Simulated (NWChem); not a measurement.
System: C3H2BrF; SMILES FC=C=CBr

Here is an NWChem input.

```
start job
memory heap 200 mb stack 900 mb global 1100 mb
geometry units angstroms noautosym nocenter noautoz
  F      0.569091    -3.245556    -0.283975
  C     -0.144725    -2.394152     0.478709
  C     -0.507957    -1.206386     0.069066
  C     -0.888822    -0.020297    -0.296268
  Br     0.171269     1.565054     0.002461
  H     -0.382483    -2.808844     1.454303
  H     -1.819982     0.212104    -0.800953
end
basis spherical
  F library 6-31g*
  C library 6-31g*
  Br library 6-31g*
  H library 6-31g*
end
dft
  xc b3lyp
  iterations 150
end
property
  shielding
  efieldgrad
end
task dft property
```

NWChem printed, in part:

```
             Northwest Computational Chemistry Package (NWChem) 7.3.0
             --------------------------------------------------------

                             Geometry "geometry" -> ""
                             -------------------------

 Output coordinates in angstroms (scale by  1.889725989 to convert to a.u.)

  No.       Tag          Charge          X              Y              Z
 ---- ---------------- ---------- -------------- -------------- --------------
    1 F                    9.0000     0.56909100    -3.24555600    -0.28397500
    2 C                    6.0000    -0.14472500    -2.39415200     0.47870900
    3 C                    6.0000    -0.50795700    -1.20638600     0.06906600
    4 C                    6.0000    -0.88882200    -0.02029700    -0.29626800
    5 Br                  35.0000     0.17126900     1.56505400     0.00246100
    6 H                    1.0000    -0.38248300    -2.80884400     1.45430300
    7 H                    1.0000    -1.81998200     0.21210400    -0.80095300

 Effective nuclear repulsion energy (a.u.)     262.4679419070

                              NWChem Property Module
                              ----------------------

  itol2e modified to match energy
  convergence criterion.

                                 NWChem DFT Module
                                 -----------------

 Summary of "ao basis" -> "ao basis" (spherical)
 ------------------------------------------------------------------------------
       Tag                 Description            Shells   Functions and Types
 ---------------- ------------------------------  ------  ---------------------
 F                           6-31g*                  6       14   3s2p1d
 C                           6-31g*                  6       14   3s2p1d
 Br                          6-31g*                 12       32   5s4p3d
 H                           6-31g*                  2        2   2s

  itol2e modified to match energy
  convergence criterion.

            General Information
            -------------------
          SCF calculation type: DFT
          Wavefunction type:  closed shell.
          No. of atoms     :     7
          No. of electrons :    64
           Alpha electrons :    32
            Beta electrons :    32
          Charge           :     0
          Spin multiplicity:     1
          Use of symmetry is: off; symmetry adaption is: off
          Maximum number of iterations: 150
          AO basis - number of functions:    92
                     number of shells:    40
          Convergence on energy requested:  1.00D-07
          Convergence on density requested:  1.00D-05
          Convergence on gradient requested:  5.00D-04

              XC Information
              --------------
                         B3LYP Method XC Potential
                     Hartree-Fock (Exact) Exchange  0.200
                        Slater Exchange Functional  0.800 local
                    Becke 1988 Exchange Functional  0.720 non-local
              Lee-Yang-Parr Correlation Functional  0.810
                  VWN I RPA Correlation Functional  0.190 local

             Grid Information
             ----------------
          Grid used for XC integration:  fine
          Radial quadrature: Mura-Knowles
          Angular quadrature: Lebedev.
          Tag              B.-S. Rad. Rad. Pts. Rad. Cut. Ang. Pts.
          ---              ---------- --------- --------- ---------
          F                   0.50       70          12.0       590
          C                   0.70       70          11.0       590
          Br                  1.15      140          11.0       974
          H                   0.35       60          12.0       590
          Grid pruning is: on
          Number of quadrature shells:   540
          Spatial weights used:  Erf1

      Superposition of Atomic Density Guess
      -------------------------------------

 Sum of atomic energies:       -2785.43683808

      Non-variational initial energy
      ------------------------------

 Total energy =   -2787.394483
 1-e energy   =   -4395.599585
 2-e energy   =    1345.737160
 HOMO         =      -0.270252
 LUMO         =      -0.002882

   convergence    iter        energy       DeltaE   RMS-Dens  Diis-err
 ---------------- ----- ----------------- --------- --------- ---------
 d= 0,ls=0.0,diis     1  -2789.0532316737 -3.05D+03  1.81D-02  7.90D-01
 d= 0,ls=0.0,diis     2  -2789.0128761689  4.04D-02  9.91D-03  1.23D+00
 d= 0,ls=0.0,diis     3  -2789.1436706320 -1.31D-01  1.95D-03  4.35D-02
 d= 0,ls=0.0,diis     4  -2789.1466304258 -2.96D-03  1.11D-03  1.18D-02
 d= 0,ls=0.0,diis     5  -2789.1480230677 -1.39D-03  3.42D-04  1.44D-03
  Resetting Diis
 d= 0,ls=0.0,diis     6  -2789.1482264739 -2.03D-04  1.00D-04  5.33D-05
 d= 0,ls=0.0,diis     7  -2789.1482332522 -6.78D-06  5.62D-05  4.52D-06
 d= 0,ls=0.0,diis     8  -2789.1482326749  5.77D-07  3.14D-05  9.65D-06
 d= 0,ls=0.0,diis     9  -2789.1482338635 -1.19D-06  3.36D-06  1.21D-07
 d= 0,ls=0.0,diis    10  -2789.1482338786 -1.50D-08  9.10D-07  8.12D-09

         Total DFT energy =    -2789.148233878554
      One electron energy =    -4397.741995039802
           Coulomb energy =     1464.897277574123
    Exchange-Corr. energy =     -118.771458319870
 Nuclear repulsion energy =      262.467941906994

 Numeric. integr. density =       63.999999797511

                       DFT Final Molecular Orbital Analysis
                       ------------------------------------

 Vector   30  Occ=2.000000D+00  E=-2.970071D-01
              MO Center=  8.9D-02,  1.4D+00, -1.7D-02, r^2= 2.0D+00
   Bfn.  Coefficient  Atom+Function         Bfn.  Coefficient  Atom+Function
  ----- ------------  ---------------      ----- ------------  ---------------
    67      0.580080  5 Br px                68     -0.353465  5 Br py
    69      0.349269  5 Br pz                63     -0.259936  5 Br px
    71      0.250578  5 Br px                72     -0.165311  5 Br py
    64      0.158375  5 Br py                65     -0.156532  5 Br pz
    73      0.153290  5 Br pz                92      0.130243  7 H  s

 Vector   31  Occ=2.000000D+00  E=-2.739154D-01
              MO Center= -2.0D-01, -1.5D+00,  1.3D-01, r^2= 3.2D+00
   Bfn.  Coefficient  Atom+Function         Bfn.  Coefficient  Atom+Function
  ----- ------------  ---------------      ----- ------------  ---------------
    31      0.324061  3 C  px                68      0.312969  5 Br py
    17      0.309667  2 C  px                 3     -0.236606  1 F  px
    35      0.212369  3 C  px                 7     -0.186211  1 F  px
    21      0.174377  2 C  px                32      0.152790  3 C  py
    36      0.151268  3 C  py                18      0.139217  2 C  py

 Vector   32  Occ=2.000000D+00  E=-2.699770D-01
              MO Center= -1.7D-01,  4.2D-01, -5.5D-03, r^2= 3.4D+00
   Bfn.  Coefficient  Atom+Function         Bfn.  Coefficient  Atom+Function
  ----- ------------  ---------------      ----- ------------  ---------------
    69      0.532953  5 Br pz                33     -0.290916  3 C  pz
    67     -0.273628  5 Br px                73      0.248140  5 Br pz
    65     -0.236529  5 Br pz                47     -0.221948  4 C  pz
    37     -0.179275  3 C  pz                51     -0.141588  4 C  pz
    31      0.132890  3 C  px                71     -0.127921  5 Br px

 Vector   33  Occ=0.000000D+00  E=-4.528763D-02
              MO Center= -1.6D-01, -2.2D-01,  8.8D-02, r^2= 4.8D+00
   Bfn.  Coefficient  Atom+Function         Bfn.  Coefficient  Atom+Function
  ----- ------------  ---------------      ----- ------------  ---------------
    72      0.452852  5 Br py                68      0.399048  5 Br py
    50      0.386566  4 C  py                48      0.343139  4 C  s
    21     -0.334867  2 C  px                17     -0.311533  2 C  px
    71      0.280748  5 Br px                66      0.263801  5 Br s
    36      0.253967  3 C  py                67      0.238822  5 Br px

 Vector   34  Occ=0.000000D+00  E=-3.030648D-02
              MO Center= -5.2D-01, -8.7D-01, -1.9D-02, r^2= 2.9D+00
   Bfn.  Coefficient  Atom+Function         Bfn.  Coefficient  Atom+Function
  ----- ------------  ---------------      ----- ------------  ---------------
    51      0.486618  4 C  pz                47      0.380234  4 C  pz
    33     -0.342093  3 C  pz                37     -0.326671  3 C  pz
    90      0.252015  6 H  s                 35      0.244873  3 C  px
     6     -0.225563  1 F  s                 22     -0.222395  2 C  py
    49     -0.221702  4 C  px                36     -0.215242  3 C  py

 Vector   35  Occ=0.000000D+00  E= 4.045359D-02
              MO Center= -6.2D-01, -1.7D-01, -1.4D-01, r^2= 4.7D+00
   Bfn.  Coefficient  Atom+Function         Bfn.  Coefficient  Atom+Function
  ----- ------------  ---------------      ----- ------------  ---------------
    48      1.087042  4 C  s                 92     -0.907222  7 H  s
    50      0.485387  4 C  py                72      0.448316  5 Br py
    70     -0.438429  5 Br s                 71      0.374446  5 Br px
    35     -0.355982  3 C  px                21      0.282246  2 C  px
    31     -0.250219  3 C  px                17      0.233860  2 C  px

     Multipole analysis of the density
     ---------------------------------

[...]

          -----------------------------------------
          Chemical Shielding Tensors (GIAO, in ppm)
          -----------------------------------------

                                NWChem CPHF Module
                                ------------------

  scftype          =     RHF
  nclosed          =       32
  nopen            =        0
  variables        =     1920
  # of vectors     =        3
  tolerance        = 0.10D-03
  level shift      = 0.00D+00
  max iterations   =       50
  max subspace     =       30

 SCF residual:    4.1530302300796534E-005

Iterative solution of linear equations
  No. of variables     1920
  No. of equations        3
  Maximum subspace       30
        Iterations       50
       Convergence  1.0D-04

   iter   nsub   residual    time
   ----  ------  --------  ---------
     1      3    5.07D-01      53.5
     2      6    2.76D-02      57.5
     3      9    2.07D-03      61.7
     4     12    1.60D-04      65.9
     5     15    7.35D-06      71.6

      Atom:    1  F
        Diamagnetic
    475.7793     -9.5113     -8.4906
     -9.5113    477.4594     13.3233
     -8.4906     13.3233    473.2668

        Paramagnetic
   -103.2394     56.9218     60.8144
     56.9218   -178.6177    -13.9988
     60.8144    -13.9988   -165.4177

        Total Shielding Tensor
    372.5399     47.4105     52.3238
     47.4105    298.8417     -0.6755
     52.3238     -0.6755    307.8491

           isotropic =     326.4102
          anisotropy =     135.2225

          Principal Components and Axis System
                 1           2           3
              416.5585    303.8571    258.8150

      1         0.8484     -0.0635     -0.5255
      2         0.3394     -0.6966      0.6321
      3         0.4062      0.7146      0.5695

      Atom:    2  C
        Diamagnetic
    257.0203     -8.0882     -7.3858
     -8.0882    264.7180      1.7369
     -7.3858      1.7369    265.7769

        Paramagnetic
   -166.9760     18.3985     38.6797
     18.3985   -189.0362     13.1466
     38.6797     13.1466   -248.5485

        Total Shielding Tensor
     90.0443     10.3104     31.2939
     10.3104     75.6819     14.8835
     31.2939     14.8835     17.2284

           isotropic =      60.9849
          anisotropy =      71.3678

          Principal Components and Axis System
                 1           2           3
              108.5634     70.3148      4.0763

      1         0.8343     -0.4471     -0.3226
      2         0.4221      0.8944     -0.1479
      3         0.3546     -0.0128      0.9349

      Atom:    3  C
        Diamagnetic
    225.2436    -17.5183      5.8226
    -17.5183    277.2680    -18.7706
      5.8226    -18.7706    225.9729

        Paramagnetic
   -224.7303     19.0011     -8.8614
     19.0011   -286.7076      7.6341
     -8.8614      7.6341   -206.0343

        Total Shielding Tensor
      0.5133      1.4828     -3.0388
      1.4828     -9.4396    -11.1365
     -3.0388    -11.1365     19.9385

           isotropic =       3.6708
          anisotropy =      30.7315

          Principal Components and Axis System
                 1           2           3
               24.1584    -13.1982      0.0520

      1        -0.1404     -0.0326      0.9896
      2        -0.3171      0.9483     -0.0138
      3         0.9379      0.3157      0.1435

      Atom:    4  C
        Diamagnetic
    273.2498     10.8213      5.5711
     10.8213    275.6161      2.0998
      5.5711      2.0998    262.2640

        Paramagnetic
   -219.8339    -31.9948    -49.1299
    -31.9948   -183.9765     -4.6270
    -49.1299     -4.6270   -131.5990

        Total Shielding Tensor
     53.4159    -21.1735    -43.5588
    -21.1735     91.6396     -2.5272
    -43.5588     -2.5272    130.6650

           isotropic =      91.9068
          anisotropy =      88.6203

          Principal Components and Axis System
                 1           2           3
              150.9870     97.3830     27.3505

      1        -0.4255     -0.2294      0.8754
      2         0.1136      0.9462      0.3031
      3         0.8978     -0.2284      0.3765

      Atom:    5  Br
        Diamagnetic
   3119.4043      6.3834      0.9803
      6.3834   3125.8739      1.8942
      0.9803      1.8942   3115.7610

        Paramagnetic
  -1135.1418    575.6344     48.0049
    575.6344   -710.2589    194.1854
     48.0049    194.1854  -1451.6949

        Total Shielding Tensor
   1984.2625    582.0178     48.9852
    582.0178   2415.6150    196.0796
     48.9852    196.0796   1664.0660

           isotropic =    2021.3145
          anisotropy =    1244.2461

          Principal Components and Axis System
                 1           2           3
             2850.8119   1682.5799   1530.5517

      1         0.5567     -0.5412      0.6302
      2         0.8156      0.2120     -0.5384
      3         0.1577      0.8137      0.5594

      Atom:    6  H
        Diamagnetic
     23.0154     -0.0892     -5.4383
     -0.0892     27.0939     -5.7703
     -5.4383     -5.7703     38.9027

        Paramagnetic
      1.2377     -1.5335      3.5422
     -1.5335     -1.0936      6.9881
      3.5422      6.9881    -14.0144

        Total Shielding Tensor
     24.2531     -1.6227     -1.8960
     -1.6227     26.0004      1.2179
     -1.8960      1.2179     24.8883

           isotropic =      25.0473
          anisotropy =       4.8132

          Principal Components and Axis System
                 1           2           3
               28.2560     24.3211     22.5646

      1        -0.5225     -0.2771      0.8064
      2         0.6644     -0.7251      0.1813
      3         0.5344      0.6305      0.5629

      Atom:    7  H
        Diamagnetic
     39.6856      0.1739      9.4595
      0.1739     26.7740     -0.7572
      9.4595     -0.7572     25.6765

        Paramagnetic
    -11.3809      2.7605     -5.8992
      2.7605      0.1007      1.4633
     -5.8992      1.4633     -3.1990

        Total Shielding Tensor
     28.3047      2.9344      3.5602
      2.9344     26.8747      0.7061
      3.5602      0.7061     22.4775

           isotropic =      25.8856
          anisotropy =       8.8452

          Principal Components and Axis System
                 1           2           3
               31.7825     25.1571     20.7173

      1         0.7849     -0.4164     -0.4588
      2         0.5182      0.8471      0.1176
      3         0.3397     -0.3301      0.8807
```

Level: B3LYP/6-31G* (spherical d), GIAO. Coordinates come from a B3LYP/6-31G* (spherical d) optimisation. NWChem prints the field gradient with the sign opposite to the second derivative of the potential. The printed shielding anisotropy is the first printed principal value minus the mean of the other two.
